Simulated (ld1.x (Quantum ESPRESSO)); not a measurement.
**F (Z = 9): from the effect back to the setting (ultrasoft)**

Base potential:

| Item | Value |
| --- | --- |
| Element | fluorine (F) |
| Generator | ld1.x (Quantum ESPRESSO) 7.5 |
| Type | ultrasoft |
| Functional | PBE |
| Relativity | scalar-relativistic |
| Frozen core | [He] |
| Valence charge | 7 |
| Reference configuration | 2s2 2p5 |
| Partial waves | 2s (bound): rcut 0.45, rcutus 0.60 bohr; 2s channel at -1.8 Ry: rcut 0.45, rcutus 0.60 bohr; 2p (bound): rcut 1.70, rcutus 1.85 bohr; 2p channel at -0.4 Ry: rcut 1.70, rcutus 1.85 bohr |
| Local potential | all-electron potential smoothed inside 0.95 bohr (lloc = -1) |
| Core correction | a·sin(br)/r model core inside 0.55 bohr |
| Augmentation charge | PSQ, inside the norm-conserving radii |

Cutoffs, loose and tight: the cutoffs (Ry, on a coarse ladder) from which the occupation-weighted sum of valence levels, in a spherical-Bessel basis at the reference potential, stays within 10 and 1 mRy of its value at 400 Ry. They do not see the model core or the augmentation charge, which bear on the density cutoff. Test errors are all-electron minus pseudo excitation energies from the reference, over the configurations 2s2 2p4; 2s2 2p3; 2s2 2p2; 2s1 2p5; 2s2 2p1; 2s2 2p5.3; 2s2 2p4.5; variants that change the core or the reference have their own tests.

Only the scale of all radii but the core radius (base = 1) is moved (3 further runs of the sweep failed or gave no value and are left out):

```tsv
scale of all radii but the core radius (base = 1)	cutoff, loose	cutoff, tight	bound ghosts	largest test error (meV)
0.93	120 Ry	200 Ry	s	+3736
1.09	80 Ry	110 Ry	none	+3589
1.16	60 Ry	90 Ry	none	+4692
1.22	45 Ry	70 Ry	none	+4729 over the solved tests; 1 of 7 tests not solved or not reliable
1.31	21 Ry	60 Ry	none	+6508 over the solved tests; 3 of 7 tests not solved or not reliable
```

**Question.** One more run gave cutoff, loose: 100 Ry; cutoff, tight: 140 Ry; bound ghosts: none; largest test error (meV): +9813. Which value of the scale of all radii but the core radius (base = 1) was used?

**Answer.** 0.99. The loose cutoff moves one way along this sweep, from 120 Ry at 0.93 to 21 Ry at 1.31, which places the run between 0.93 and 1.09.
